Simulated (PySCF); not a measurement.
## Static response to an electric field

Species: C₆H₇F₃.
Atom-mapped SMILES: `[F:1][C:2]1=[CH:3][C@@H:4]([CH:5]([F:6])[F:7])[CH2:8][CH2:9]1` (hydrogens: H10 on C3; H11 on C4; H12 on C5; H13, H14 on C8; H15, H16 on C9)

Geometry (GFN2-xTB, Å), atoms numbered from 1 in this order:
```xyz
16
C6H7F3 angstrom
F     -2.372    0.573    1.730
C     -1.388    0.378    0.845
C     -0.342    1.167    0.669
C      0.555    0.602   -0.396
C      1.840    0.054    0.230
F      2.667   -0.433   -0.730
F      1.581   -0.983    1.060
C     -0.288   -0.523   -1.040
C     -1.420   -0.823   -0.045
H     -0.113    2.066    1.209
H      0.864    1.355   -1.125
H      2.401    0.810    0.801
H     -0.699   -0.169   -1.984
H      0.322   -1.401   -1.244
H     -2.389   -0.940   -0.531
H     -1.225   -1.724    0.541
```

Level: CAM-B3LYP/def2-SVPD (PySCF), static field, nuclei fixed, core orbitals frozen in the response. The polarisability tensor in these axes (au):

```
x   76.81  6.21 -4.80
y    6.21 65.72  3.21
z   -4.80  3.21 63.18
```

Diagonalise the tensor; give its mean and Δα, where Δα² is half the sum of the squared differences of the eigenvalues.

Principal values 57.95, 67.56 and 80.19 au; mean 68.57 au = 10.16 Å³ = 11.31 × 10⁻⁴⁰ C²·m²/J; Δα = 19.32 au (28 % of the mean).

What is the dipole moment, and where does it point?

(-0.22, 1.21, -1.15) D, 1.69 D in size, pointing from the negative to the positive side. Measured along this direction, the outermost atoms are F7 at the negative end and H11 at the positive end.

Find the Langevin capture rate constant for NH4+ (18.034 u) meeting this molecule (136.050 u), k = 2.342 × 10⁻⁹ cm³/s × √(α in Å³ / reduced mass in u).

The reduced mass is 15.92 u, so k = 1.87 × 10⁻⁹ cm³/s. The formula leaves out the permanent dipole, which adds to the capture rate.

Give the principal axes and the span of the nuclei along them.

Largest value along (0.92, 0.35, -0.19), where the nuclei span 4.85 Å; middle along (-0.13, 0.72, 0.68), 4.23 Å; least along (0.38, -0.59, 0.71), 3.51 Å. The response follows the extents in order.

Estimate the molar refractivity from the static electronic polarisability.

Lorentz–Lorenz: R = (4π/3)N_A α = 2.5225 cm³/(mol·Å³) × 10.16 Å³ = 25.6 cm³/mol, in the limit of long wavelengths.

In TDDFT the mean static polarisability is Σ f/ω² over all singlet excitations (ω in hartree). How much of it do the 8 lowest give? Their energies (eV) and oscillator strengths: 7.04, 0.0118; 7.09, 0.2610; 7.41, 0.0017; 7.90, 0.0064; 8.24, 0.0212; 8.54, 0.0034; 8.66, 0.0159; 8.66, 0.0095.

They add up to 4.63 au, 6.8 % of the 68.57 au; the largest single term is 3.84 au, from the state at 7.09 eV. Terms in order: 0.18, 3.84, 0.02, 0.08, 0.23, 0.03, 0.16, 0.09 au. Higher excitations give the rest. The strengths listed sum to 0.331.

Isolated species at its GFN2-xTB geometry (one conformer only).

These values come from a run that also computed excited states. On Intel Xeon Platinum 8259CL at 2.50 GHz, one thread, shared host with 96 logical CPUs at a one-minute load of 21, this took 69 s wall and 1.1 GiB of memory at its peak.
